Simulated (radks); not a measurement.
Spherical jellium clusters: N electrons in a uniform positive sphere of charge N and radius rs N^(1/3), rs = 5.74 bohr. Calculated with a radial shooting solver with Libxc functionals: non-relativistic Kohn-Sham, LDA (Slater exchange, Perdew-Wang correlation), spin-polarised, spherical densities. Levels are named by radial order and angular momentum (1s, 1p, 1d, 2s, ...), and open shells are averaged over m.

N = 10, configuration 1s2 1p6 1d(up 2, down 0). This is the lowest configuration that the search found. Occupied and some empty levels:

| level | occupation | eigenvalue (eV) | <r> (bohr) |
|---|---|---|---|
| 1s up | 1 | -3.2216 | 8.165 |
| 1s down | 1 | -3.0948 | 7.972 |
| 1p up | 3 | -2.6947 | 9.433 |
| 1p down | 3 | -2.5408 | 9.392 |
| 1d up | 2 | -1.9948 | 10.47 |
| 1d down | 0 | -1.8347 | 10.53 |
| 2s up | 0 | -1.5456 | 9.100 |
| 2s down | 0 | -1.4737 | 9.224 |
| 1f up | 0 | -1.1807 | 11.53 |
| 1f down | 0 | -1.0293 | 11.68 |
| 2p up | 0 | -0.77598 | 11.90 |
| 2p down | 0 | -0.70180 | 12.12 |

Energy (eV): total -16.9455, kinetic 9.4054, external -262.61, Hartree 130.96, exchange-correlation -26.720, background 132.03.
